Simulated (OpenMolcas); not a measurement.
Pt4+: effect of the basis set

| Quantity | Value |
| --- | --- |
| Program | OpenMolcas 26.06 |
| Method | RASSCF |
| Active space | 12 electrons in 8 orbitals (RAS1 5p, at most 2 holes; RAS2 5d) |
| State averaging | 2S+1 = 5 even, 5 roots; 2S+1 = 3 even, 45 roots; 2S+1 = 1 even, 49 roots |
| Spin-orbit coupling | RASSI with atomic mean-field integrals over the reference wave functions, term energies averaged over their components |

A. ANO-R2 [8s6p5d3f1g], X2C, finite nucleus; cost about 40 core-seconds
B. ANO-RCC-VTZP [8s7p5d3f1g], DKH2, point nucleus; cost of the order of 40 core-seconds
C. ANO-RCC-VQZP [9s8p6d4f2g1h], DKH2, point nucleus; cost about 110 core-seconds

Energies in cm-1 above 5d6 5D4.

```
            Level      A      B      C
          5d6 5D4    0.0    0.0    0.0
   5d6 5D2 [60 %]   6693   6678   6668
          5d6 5D3   7596   7721   7599
          5d6 5D1  10989  11109  10980
          5d6 5D0  11212  11295  11192
   5d6 3H5 [50 %]  24638  24572  24582
          5d6 3H6  25015  24958  24958
5d6 3F3(1) [54 %]  28066  28016  28006
5d6 3F2(1) [71 %]  28923  28858  28857
   5d6 1S0 [59 %]  32732  32706  32649
   5d6 3D1 [67 %]  36203  36185  36136
   5d6 3G4 [64 %]  36860  36834  36791
   5d6 3D2 [67 %]  37049  36981  36974
   5d6 3G5 [50 %]  37496  37556  37449
   5d6 3D3 [71 %]  39748  39732  39679
   5d6 3G3 [60 %]  40770  40823  40716
          5d6 1I6  43395  43391  43328
5d6 3P1(1) [68 %]  44033  44169  43985
       5d6 3P0(2)  46273  46089  46165
   5d6 1F3 [60 %]  47459  47266  47340
5d6 1G4(1) [56 %]  49467  49520  49404
5d6 1D2(1) [57 %]  50747  50711  50661
       5d6 3P1(2)  55345  55200  55226
       5d6 3F4(2)  60001  59893  59885
```

Among A to C the level of the table that moves most is 5d6 1F3 [60 %], by 190 cm-1 (lowest in B, highest in A).

Without dynamic correlation excited terms often stand tens of per cent too high (terms of higher spin than the ground term too low), and those without a measured partner can miss by more than the paired ones. Active for correlation alone: 5p; no level in the range computed is led by a configuration that opens it, so any true level of that kind is missing. Levels of configurations outside the active space are missing. The table leaves out levels that lie high or whose names do not pair safely across all columns.

A share in square brackets marks a mixed level and gives the weight of the term that names it, the lowest over the columns. A number in round brackets counts repeated terms of one configuration in the order of the reference energies.
